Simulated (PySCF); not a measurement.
**SMILES C#CC=C=C([SiH3])C#C, C$_{7}$H$_{6}$Si**

Geometry (Å), atoms numbered from 1 in this order:
```xyz
14

C     3.703    0.401   -0.378
C     2.717   -0.078    0.142
C     1.581   -0.660    0.773
C     0.335   -0.406    0.430
C    -0.910   -0.205    0.055
Si   -1.643   -1.337   -1.283
C    -1.745    0.821    0.586
C    -2.515    1.667    0.989
H     4.571    0.830   -0.843
H     1.762   -1.360    1.601
H    -2.034   -0.512   -2.463
H    -0.608   -2.339   -1.664
H    -2.853   -2.017   -0.737
H    -3.183    2.423    1.358
```

Computed, not measured: quadratic response CAM-B3LYP/aug-cc-pVDZ first hyperpolarisability, Taylor convention, gas phase in PySCF. Geometry: PBE0-D3(BJ)/def2-SVP.

Q: Give the tensor of the second harmonic β(−2ω;ω,ω) at 1064 nm in the axes of these coordinates.

A: In au, Taylor convention; rows are the first index (the induced dipole):
|  | xx | yy | zz | xy | xz | yz |
| --- | --- | --- | --- | --- | --- | --- |
| x | -29.6 | +34.9 | +36.4 | +19.5 | +25.8 | +29.9 |
| y | +18.5 | +7.5 | +14.6 | +32.5 | +28.0 | +27.0 |
| z | +21.8 | +27.8 | +53.8 | +27.6 | +33.8 | +15.4 |

Norm of βᵢ = ⅓ Σⱼ (βᵢⱼⱼ + βⱼᵢⱼ + βⱼⱼᵢ): 119.8 au, hyper-Rayleigh value 55.9 au.
